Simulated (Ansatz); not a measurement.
Ideal-gas functions of `O[Si]([S])(Cl)Cl` radical at 400 K and 1 bar, from an Ansatz frequency run at PBE0-D4/def2-TZVP.

Molar mass 148.07 g/mol, point group C1 (symmetry number 1), electronic degeneracy 2, moments of inertia 259.434, 292.642, 383.932 u Å². Harmonic wavenumbers (cm⁻¹, unscaled): 125, 133, 214, 241, 265, 296, 452, 575, 613, 840, 954, 3898.

Use S(trans) = R[1.5 ln M + 2.5 ln T − 1.1517]; rotational temperatures θ = 24.2544 K / I; S(rot) = R[ln(√π/σ · √(T³/θAθBθC)) + 1.5]; for each mode x = 1.438777 ν̃/T, S = R[x/(eˣ − 1) − ln(1 − e⁻ˣ)] and H = RT x/(eˣ − 1); 1 cm⁻¹ = 0.0119627 kJ/mol; R = 8.31446 J/(mol·K).

**Question.** By hand: the entropy, in J/(mol·K).

**Answer.** Translation 177.3. Rotation: θ = 0.0935, 0.0829, 0.0632 K, giving 123.6. Vibration, mode by mode: 15.03, 14.52, 10.69, 9.76, 9.02, 8.18, 5.13, 3.61, 3.24, 1.70, 1.23, 0.00, in all 82.1. Electronic 5.8. Sum 388.8 J/(mol·K).

**Question.** By hand: H − E and G − E in kJ/mol, counted from the electronic energy.

**Answer.** Zero-point energy ½ × 8606 × 0.0119627 = 51.5; thermal vibration 17.5; translation, rotation and pV give 4 RT = 13.3. H − E = 82.3 kJ/mol, and G − E = 82.3 − 400 × 388.8/1000 = -73.2 kJ/mol.

Vibration gives 21 % of the entropy, 29.6 J/(mol·K) of it from the modes under 150 cm⁻¹: soft modes count most, and the harmonic formula is weakest for them. The sum counts one conformer and one mirror image; others add a mixing term.
